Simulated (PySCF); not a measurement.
Si+ (silicon, charge +1) across methods

[Ne] 3s2 3d1, 2D determinant (an excited configuration). Calculation: PySCF 2.14, in aug-cc-pV(T+d)Z with one added diffuse shell each of s, p, d, f type (7s6p5d3f, 71 functions); no relativity, point nucleus. The B2PLYP total includes its PT2 part (frozen core); its orbital energies are those of the SCF part.

| method | E (hartree) | mean ε 3s α (eV) | mean ε 3s β (eV) | mean ε 3d α (eV) | Σ⟨r²⟩ (bohr²) | ⟨S²⟩ |
| --- | --- | --- | --- | --- | --- | --- |
| r2SCAN | -288.7281 | -21.218 | -20.972 | -5.672 | 29.05 | 0.751 |
| B2PLYP | -288.6526 | -23.463 | -23.132 | -6.361 | 31.20 | 0.750 |
| M06-L | -288.7560 | -21.344 | -20.920 | -5.558 | 29.85 | 0.751 |
| PBE0 | -288.6424 | -22.348 | -21.951 | -6.123 | 29.66 | 0.751 |
| revPBE | -288.7206 | -21.064 | -20.651 | -5.727 | 29.05 | 0.751 |
| PBE | -288.6265 | -21.143 | -20.711 | -5.680 | 29.07 | 0.751 |
| UHF | -288.24575 | -25.306 | -24.937 | -6.880 | 33.80 | 0.751 |
| r2SCAN0 | -288.7218 | -22.378 | -22.133 | -6.094 | 29.64 | 0.751 |

Q: Estimate the same row for LDA.

A: E (hartree) = -287.6068; mean ε 3s α (eV) = -21.366; mean ε 3s β (eV) = -20.912; mean ε 3d α (eV) = -5.507; Σ⟨r²⟩ (bohr²) = 29.46; ⟨S²⟩ = 0.750.

The outer electron is Rydberg-like, and this basis confines it to a smaller radius and binds it less than a complete one would.
